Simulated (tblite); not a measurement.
Species: C6H13NO2Si.
Geometry (GFN2-xTB, Å), atoms numbered from 1 in this order:
```xyz
23
C6H13NO2Si angstrom
C      1.139   -1.336   -1.392
C      0.779   -0.397   -0.514
O      1.664    0.384    0.149
Si     3.289    0.475    0.106
O      3.657    1.603    1.207
N     -0.520   -0.076   -0.201
C     -1.620   -0.982   -0.461
C     -2.673   -0.622    0.590
C     -2.359    0.839    0.900
C     -0.835    0.862    0.857
H      0.416   -1.918   -1.926
H      2.176   -1.514   -1.594
H      3.936   -0.728    0.607
H      3.726    0.875   -1.231
H      3.100    2.368    1.327
H     -2.004   -0.818   -1.476
H     -1.298   -2.025   -0.382
H     -2.533   -1.229    1.485
H     -3.688   -0.769    0.226
H     -2.752    1.164    1.862
H     -2.762    1.482    0.117
H     -0.410    0.539    1.819
H     -0.433    1.850    0.620
```

Calculated harmonic vibrations of the isolated species, GFN2-xTB (tblite), most abundant isotopes, no scaling. Errors from tens to a few hundred cm⁻¹ against measured bands are possible. Modes of hydrogen on silicon can be 10 to 20 % off. One conformer, not necessarily the lowest.

Harmonic wavenumbers (cm⁻¹): 40.1, 57.0, 77.8, 91.0, 112.8, 157.3, 159.5, 222.7, 236.1, 262.3, 347.3, 458.8, 559.2, 574.6, 580.2, 602.7, 617.8, 659.8, 721.3, 747.7, 774.8, 808.1, 812.4, 835.0, 873.7, 895.1, 917.4, 944.8, 986.0, 1004.3, 1031.3, 1088.3, 1111.4, 1133.4, 1141.7, 1174.0, 1203.8, 1214.5, 1240.4, 1290.1, 1311.5, 1315.6, 1326.9, 1360.2, 1415.5, 1477.2, 1485.0, 1497.4, 1505.2, 1704.1, 2245.2, 2321.1, 2861.1, 2884.5, 2933.7, 2958.2, 2987.2, 3001.2, 3019.8, 3023.9, 3156.9, 3190.1, 3669.8.

A = 2489, B = 601.8, C = 499.3 MHz; mass 159.072 u (most abundant isotopes); point group C1, symmetry number 1.

Task: What is the zero-point energy?

Result: ½Σν̃ = 40209 cm⁻¹ = 481.01 kJ/mol.

Task: What is S at 350 K and 1 bar for an ideal gas of classical rigid rotors and harmonic oscillators?

Result: Translation 175.41, rotation 129.37, vibration 189.35: S = 494.1 J/(mol K).

Task: And Cp and H(350 K) − H(0)?

Result: Cp = 221.33 J/(mol K), of which vibrations give 188.08 (their classical limit is 63 R = 523.8); H(350 K) − H(0) = 45.16 kJ/mol without the zero-point energy, 33.52 from vibrations.

Task: Blend soft modes into free rotors: weight 1/[1 + (100 cm⁻¹/ν̃)⁴] for the oscillator and the rest for a rotor with moment μB/(μ + B), μ = h/(8π²ν), B = 10⁻⁴⁴ kg m². What vibrational entropy results?

Result: 171.20 J/(mol K) in place of 189.35, which changes −T·S at 350 K by +6.35 kJ/mol.

Task: Which modes carry the vibrational entropy at 350 K?

Result: 40.1 cm⁻¹: 23.31; 57.0 cm⁻¹: 20.40; 77.8 cm⁻¹: 17.83; 91.0 cm⁻¹: 16.54; 112.8 cm⁻¹: 14.78; 157.3 cm⁻¹: 12.08 J/(mol K); the other 57 give 84.41 together.

Hindered rotation and anharmonicity are outside this model. Other conformers, if any are populated, would add a mixing term that is left out. The structure is chiral; the term R ln 2 for an equal mix with its mirror image is left out.
